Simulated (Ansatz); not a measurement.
```xyz
22

C    -1.507    1.897    2.146
O    -0.405    1.187    2.628
V     0.762    0.067    2.012
Cl    0.606   -1.865    2.999
Cl    2.769    0.904    2.072
N     0.431   -0.187    0.474
C     0.267   -0.515   -0.913
C     0.628    0.720   -1.736
C    -1.187   -0.921   -1.143
C     1.209   -1.675   -1.232
H    -1.667    1.701    1.082
H    -1.338    2.968    2.294
H    -2.399    1.601    2.705
H     0.537    0.492   -2.801
H    -0.040    1.551   -1.501
H     1.653    1.031   -1.531
H    -1.862   -0.096   -0.908
H    -1.451   -1.775   -0.516
H    -1.331   -1.198   -2.189
H     0.975   -2.541   -0.610
H     1.105   -1.957   -2.282
H     2.245   -1.387   -1.048
```

The species carries charge 0 and has multiplicity 1.

**Question.** List the PBE/def2-TZVPP orbital energies in eV (the Gaussian-basis code of Ansatz). (Best estimate.)

**Answer.** The calculation gave: Occupied: -5325.72, -2738.41, -2738.41, -595.34, -511.27, -502.24, -502.23, -502.10, -381.01, -270.79, -270.62, -269.12, -269.09, -269.00, -248.98, -248.98, -189.62, -189.62, -189.56, -189.56, -189.52, -189.52, -68.73, -43.71, -43.62, -43.50, -25.46, -22.32, -19.53, -19.38, -18.39, -17.49, -17.43, -17.05, -13.47, -12.09, -11.72, -11.61, -11.55, -11.42, -11.31, -10.07, -10.02, -9.30, -9.22, -8.94, -8.87, -8.83, -8.73, -8.31, -8.29, -7.92, -7.78, -7.60, -7.12, -6.73, -6.49. Lowest empty: -3.41, -3.16, -2.19, -2.00, -1.98, -0.26, 0.53, 0.74.
